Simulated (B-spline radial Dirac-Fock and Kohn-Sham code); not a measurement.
La⁴⁹⁺: scattering cross sections and density moments

System: lanthanum as La⁴⁹⁺ in the configuration 1s2 2s2 2p4.

These are calculated numbers from a radial finite-basis atomic code; the model is Dirac-Fock densities.

| Quantity | Value |
| --- | --- |
| Sum of ⟨r⟩ | 0.6188 bohr |
| Sum of ⟨r²⟩ | 0.06671 bohr² |
| Sum of ⟨1/r⟩ | 210.92 per bohr |
| Langevin diamagnetic susceptibility | -0.0528 × 10⁻⁶ cm³/mol |
| Lamb shielding (α²/3)Σ⟨1/r⟩ | 3744 ppm |

Coherent scattering is the Thomson cross section weighted by f₀², without anomalous dispersion; incoherent scattering is Klein-Nishina weighted by S. The Lamb formula is the non-relativistic shielding expression. Electron correlation is left out. A dash stands where the photon energy is too low for the impulse approximation behind that column.

| hν (keV) | coherent (b) | incoherent (b) | incoherent per electron (b) |
| --- | --- | --- | --- |
| 1 | 42.56 | – | – |
| 2 | 42.51 | – | – |
| 5 | 42.15 | – | – |
| 10 | 40.93 | – | – |
| 20 | 36.59 | – | – |
| 30 | 30.94 | – | – |
| 100 | 8.317 | 2.401 | 0.300 |
| 1000 | 0.1511 | 1.644 | 0.205 |

Incoherent scattering overtakes coherent scattering between 100 and 1000 keV.
